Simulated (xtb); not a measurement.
C2H5O, doublet, geometry from GFN2-xTB, atoms displaced at random by about 0.05 Å a coordinate. Base run: GFN1-xTB (xtb).

The xtb input:
```
$ xtb mol.xyz --gfn 1 --uhf 1 --opt --json

# file mol.xyz
8

C      1.18329564    -0.16715504     0.29207503
C     -0.24571214    -0.29988663     0.11277725
O     -0.97729048     0.61943333    -0.46801622
H      1.57491727    -0.94114645     0.86840725
H      1.70888891    -0.16667165    -0.78801543
H      1.41791173     0.80100611     0.68447159
H     -0.79072986    -0.35713752     1.19836453
H     -0.65162269    -1.24777322    -0.23012851
```

Each row names what was changed in the base input (with any setting that the change needs).

```json
[
 {"change": "base", "ΔE vs base (kcal/mol)": "0.000", "optimiser steps": "7"},
 {"change": "opt level = lax", "ΔE vs base (kcal/mol)": "0.001", "optimiser steps": "6"},
 {"change": "opt level = vtight", "ΔE vs base (kcal/mol)": "-0.005", "optimiser steps": "16"},
 {"change": "opt level = crude", "ΔE vs base (kcal/mol)": "0.024", "optimiser steps": "4"},
 {"change": "opt level = sloppy", "ΔE vs base (kcal/mol)": "0.005", "optimiser steps": "5"},
 {"change": "opt level = extreme", "ΔE vs base (kcal/mol)": "-0.005", "optimiser steps": "18"},
 {"change": "opt level = loose", "ΔE vs base (kcal/mol)": "0.005", "optimiser steps": "5"},
 {"change": "engine = lbfgs", "ΔE vs base (kcal/mol)": "0.000", "optimiser steps": "-"},
 {"change": "alpb = hexane", "ΔE vs base (kcal/mol)": "-3.34", "optimiser steps": "7"},
 {"change": "alpb = dmso", "ΔE vs base (kcal/mol)": "-6.48", "optimiser steps": "8"}
]
```
